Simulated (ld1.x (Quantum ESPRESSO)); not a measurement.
## Before and after: TM potential for indium (In)

| Item | Value |
| --- | --- |
| Element | indium (In) |
| Generator | ld1.x (Quantum ESPRESSO) 7.5 |
| Type | norm-conserving Troullier–Martins (Kleinman–Bylander form) |
| Functional | LDA (PZ) |
| Relativity | scalar-relativistic |
| Frozen core | [Kr] 4d10 |
| Valence charge | 3 |
| Reference configuration | 5s2 5p0.75 (charge +0.25) |
| Partial waves | 5s (bound): rc 2.35 bohr; 5d channel at 0.35 Ry: rc 2.25 bohr; 5p (bound): rc 2.00 bohr |
| Local potential | the p channel |
| Core correction | a·sin(br)/r model core, default radius (core density twice the valence density) |

Change: all radii but the core radius scaled by about 1.09 (s 2.56, p 2.18, d 2.46 bohr).

Cutoffs: the cutoffs (Ry, on a coarse ladder) from which the occupation-weighted sum of valence levels, in a spherical-Bessel basis at the reference potential, stays within 10 and 1 mRy of its value at 400 Ry; they do not see the model core or the augmentation charge, which bear on the density cutoff. Errors are all-electron minus pseudo energies relative to the spin-unpolarised reference configuration.

Problem. What does the change do?

Solution. The potential gets softer (18 Ry and 30 Ry → 10 Ry and 25 Ry); the bound ghosts move from d, s to d; of the 9 tests that both files solve, the error grows in 1 and shrinks in 4 by more than 15 % and 0.3 meV (median size 1.0 → 0.8 meV). A larger radius leaves more room for a smooth pseudo-wave, so fewer plane waves are needed.

| quantity | base | changed |
| --- | --- | --- |
| cutoff, loose | 18 Ry | 10 Ry |
| cutoff, tight | 30 Ry | 25 Ry |
| loose cutoff by channel (10 mRy a level) | s 8 Ry, p 8 Ry | s 8 Ry, p 6 Ry |
| bound ghosts | s, d | d |
| error for 5s2 5p1, meV [ΔE -0.85 eV] | -0.2 | -0.1 |
| error for 5s2 5p0, meV [ΔE 4.75 eV] | -12 | -8.6 |
| error for 5s1 5p0, meV [ΔE 24.41 eV] | -203 | -170 |
| error for 5s1 5p1, meV [ΔE 11.44 eV] | -49 | -47 |
| error for 5s0 5p3, meV [ΔE 11.32 eV] | -53 | -75 |
| error for 5s2 5p1.3, meV [ΔE -1.43 eV] | -0.9 | -0.5 |
| error for 5s2 5p0.5, meV [ΔE 1.20 eV] | -1.0 | -0.8 |
| error for 5s2 5p0.75 (spin-polarised), meV [ΔE -0.07 eV] | -0.5 | -0.3 |
| error for 5s2 5p1 (spin-polarised), meV [ΔE -0.96 eV] | -0.9 | -0.4 |

 A true bound ghost makes a file unfit for plane-wave use even where its test errors are small: the radial tests pick states by their node count and pass the ghost by.
